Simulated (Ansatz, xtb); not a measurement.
# Two isomers of C7H7N

We compare I, `C[C@@H]1C=CC=C1C#N`, a singlet, with II, `CC1=CC=C(C#N)C1`, a singlet. Both are isolated molecules in the gas phase, relaxed with B3LYP/def2-SVP.

Problem. Estimate which is lower in electronic energy at CCSD(T)/def2-SVP + ΔMP2/def2-TZVPP, and by roughly how much.

Solution. The CCSD(T)/def2-SVP + ΔMP2/def2-TZVPP calculation puts structure II lower, by 0.100 eV.

How the difference moves with the method:

| level | geometry | E(II) − E(I) (eV) | departure from the last row (eV) | job, with rough time for the two |
| --- | --- | --- | --- | --- |
| GFN2-xTB | GFN2-xTB | −0.205 | −0.105 | optimisation, 0.3 s |
| HF/STO-3G | GFN2-xTB | −0.173 | −0.073 | single point, 0.87 s |
| r2SCAN-D4/def2-SVP | GFN2-xTB | −0.172 | −0.073 | single point, 6.3 s |
| B3LYP/def2-SVP | B3LYP/def2-SVP | −0.180 | −0.081 | optimisation, 65 s |
| HF/def2-SVP | B3LYP/def2-SVP | −0.161 | −0.061 | part of the CCSD(T) run |
| MP2/def2-SVP | B3LYP/def2-SVP | −0.095 | +0.005 | part of the CCSD(T) run |
| CCSD(T)/def2-SVP | B3LYP/def2-SVP | −0.100 | −0.001 | single point |
| CCSD(T)/def2-SVP + ΔMP2/def2-TZVPP | B3LYP/def2-SVP | −0.100 |  | single point, 2.7 min |

As drawn, both hold the same kinds of bond in the same numbers.

The levels shown agree on the order. The largest departure from CCSD(T)/def2-SVP + ΔMP2/def2-TZVPP is that of GFN2-xTB, 0.105 eV. The last row adds to CCSD(T) the change of the MP2 difference between the two basis sets, here +0.001 eV.

With thermal terms from frequencies at re-optimised GFN2-xTB minima (ideal gas, soft modes damped towards free rotors, one conformer each, 298.15 K, 1 atm): the zero-point term adds −0.018 eV; ΔH is −0.110 and ΔG −0.129 eV.

The correlated steps freeze 8 core orbitals. Mirror images aren't counted in ΔG. Run with Ansatz 0.2.0, xtb 6.7.1; the last row on 2 threads of Intel(R) Xeon(R) Processor @ 2.70GHz on a shared host.
